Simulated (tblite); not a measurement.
Compound: C2H8B3NO3.
InChI=1S/C2H8B3NO3/c1-6(2)5-8-3-7-4-9-5/h3-4H,1-2H3

Level: GFN2-xTB in tblite, geometry and Hessian alike; calculated harmonic values, unscaled, isolated species. Errors from tens to a few hundred cm⁻¹ against measured bands are possible. Modes of hydrogen on boron can be 10 to 20 % off.

Harmonic wavenumbers (cm⁻¹): 87.1, 103.1, 164.3, 170.1, 184.8, 253.6, 270.4, 314.6, 343.2, 421.9, 455.4, 534.3, 607.3, 665.2, 773.8, 787.1, 790.1, 937.9, 969.9, 986.6, 1044.0, 1055.0, 1088.5, 1096.5, 1131.3, 1136.9, 1168.6, 1217.0, 1239.2, 1291.9, 1401.5, 1404.3, 1457.2, 1470.7, 1478.6, 1484.3, 1518.2, 2623.4, 2627.4, 2926.4, 2928.8, 2948.2, 2954.1, 3054.3, 3054.8.

A = 3628, B = 1210, C = 918.1 MHz; mass 127.078 u (most abundant isotopes); point group C2v, symmetry number 2.

Task: Zero-point energy?

Result: ½Σν̃ = 27311 cm⁻¹ = 326.71 kJ/mol.

Task: What is S at 400 K and 1 bar for an ideal gas of classical rigid rotors and harmonic oscillators?

Result: Translation 175.39, rotation 118.27, vibration 144.34: S = 438.0 J/(mol K).

Task: And Cp and H(400 K) − H(0)?

Result: Cp = 190.76 J/(mol K), of which vibrations give 157.50 (their classical limit is 45 R = 374.2); H(400 K) − H(0) = 44.96 kJ/mol without the zero-point energy, 31.66 from vibrations.

Task: Blend soft modes into free rotors: weight 1/[1 + (100 cm⁻¹/ν̃)⁴] for the oscillator and the rest for a rotor with moment μB/(μ + B), μ = h/(8π²ν), B = 10⁻⁴⁴ kg m². What vibrational entropy results?

Result: 139.53 J/(mol K) in place of 144.34, which changes −T·S at 400 K by +1.93 kJ/mol.

Task: How do the functions run with temperature in this model?

Result: 
```tsv
T (K)	S (J/(mol K))	Cp (J/(mol K))	H − H(0) (kJ/mol)	G − H(0) (kJ/mol)	ln q(vib)
50	230.0	47.5	1.87	-9.63	0.16
100	271.1	73.5	4.91	-22.20	0.93
298.15	387.7	152.5	27.45	-88.16	5.42
373.15	425.1	181.1	39.97	-118.65	7.20
500	484.1	223.0	65.70	-176.37	10.21
750	586.4	280.6	129.25	-310.57	15.97
1000	672.5	316.8	204.25	-468.23	21.33
```

q(vib) and H(0) count from the zero-point level.

Task: What must be added to the electronic energy to get the Gibbs energy at 400 K and 1 bar?

Result: ZPE + [H(400 K) − H(0)] − T·S = 326.71 + 44.96 − 175.20 = 196.47 kJ/mol.

Hindered rotation and anharmonicity are outside this model.

On one thread of an Arm Neoverse N1, shared host with 64 logical CPUs at a one-minute load of 62, this took 0.9 s. This covers the Hessian and the dipole derivatives.

Shape of the structure used: `[CH3:1][N:2]([CH3:3])[B:4]1[O:5][BH:6][O:7][BH:8][O:9]1`: C1–N2–B4–O5 1°.
